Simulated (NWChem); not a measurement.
Molecule: C₃H₃N₂, doublet; SMILES [c]1cc[nH]n1

Results from NWChem. Spin-unrestricted. Medium grid unless said otherwise, to which SCAN and Minnesota functionals are sensitive. In the optimisation the excess spin sits in a' (Cs, its own frame). All runs use the structure optimised with PBE-D3(BJ)/def2-SVP, spin-unrestricted. No stability test was run on the SCF state. B3LYP is NWChem's, with the RPA form of VWN correlation. Total energies of different functionals are on different scales.

| level | energy (Ha) | highest occupied level (eV) | lowest empty minus highest occupied level, either spin (eV) | dipole (D) | <S²> |
|---|---|---|---|---|---|
| B3LYP/def2-SVP | -225.3419 | -7.08 | 4.40 | 3.16 | 0.755 |
| PBE/def2-SVP | -225.0818 | -5.82 | 2.38 | 3.13 | 0.755 |
| TPSS/def2-SVP | -225.3905 | -6.04 | 2.80 | 3.14 | 0.756 |
| B97-2/def2-SVP | -225.2642 | -7.12 | 4.31 | 3.20 | 0.757 |
| MPW1K/def2-SVP | -225.2683 | -8.18 | 6.87 | 3.25 | 0.762 |
| TPSSh/def2-SVP | -225.3623 | -6.69 | 3.91 | 3.17 | 0.757 |
| MN15/def2-SVP | -225.0495 | ? | ? | 3.12 | 0.759 |
| revPBE/def2-SVP | -225.2947 | -5.81 | 2.50 | 3.10 | 0.755 |
| OLYP/def2-SVP | -225.2835 | -5.71 | 2.43 | 3.05 | 0.756 |

### Question
Some entries are withheld; supply them.

### Answer

- MN15/def2-SVP, highest occupied level (eV): -7.84
- MN15/def2-SVP, lowest empty minus highest occupied level, either spin (eV): 6.61
